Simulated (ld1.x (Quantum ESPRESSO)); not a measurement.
Which change was made? (Sn, TM)

tin (Sn), norm-conserving Troullier–Martins (Kleinman–Bylander form), made with ld1.x (Quantum ESPRESSO) 7.5 (BLYP, scalar-relativistic). Core [Kr], reference 4d10 5s2 5p2. Waves: 5p (bound): rc 2.70 bohr; 4d (bound): rc 1.25 bohr; 5s (bound): rc 2.15 bohr. Local part: the s channel. Core correction: a·sin(br)/r model core inside 0.65 bohr.

Cutoffs, loose and tight: the cutoffs (Ry, on a coarse ladder) from which the occupation-weighted sum of valence levels, in a spherical-Bessel basis at the reference potential, stays within 10 and 1 mRy of its value at 400 Ry. They do not see the model core or the augmentation charge, which bear on the density cutoff. Test errors are all-electron minus pseudo excitation energies from the reference, over the configurations 4d10 5s2 5p1; 4d10 5s2 5p0; 4d10 5s1 5p0; 4d10 5s2 5p2.3; 4d10 5s2 5p1.5; 4d10 5s1 5p2; 4d10 5s0 5p0; variants that change the core or the reference have their own tests.

The base gives: outcome: generated; cutoff, loose: 100 Ry; cutoff, tight: 160 Ry; bound ghosts: none; largest test error (meV): -89.

(1) After one change the result is: outcome: generated; cutoff, loose: 100 Ry; cutoff, tight: 160 Ry; bound ghosts: none; largest test error (meV): -124. Which change was it?
A. wave 5s (bound): rc 2.15 bohr becomes 5s (bound): rc 1.38 bohr
B. wave 5s (bound): rc 2.15 bohr becomes 5s (bound): rc 2.50 bohr
C. wave 5s (bound): rc 2.15 bohr becomes 5s (bound): rc 3.20 bohr

Results:

(1) B. The others give: wave 5s (bound): rc 2.15 bohr becomes 5s (bound): rc 1.38 bohr → outcome: generated; cutoff, loose: 110 Ry; cutoff, tight: 200 Ry; bound ghosts: p, s (extra level of the local part); largest test error (meV): -83 | wave 5s (bound): rc 2.15 bohr becomes 5s (bound): rc 3.20 bohr → outcome: generated; cutoff, loose: 100 Ry; cutoff, tight: 160 Ry; bound ghosts: none; largest test error (meV): -462.
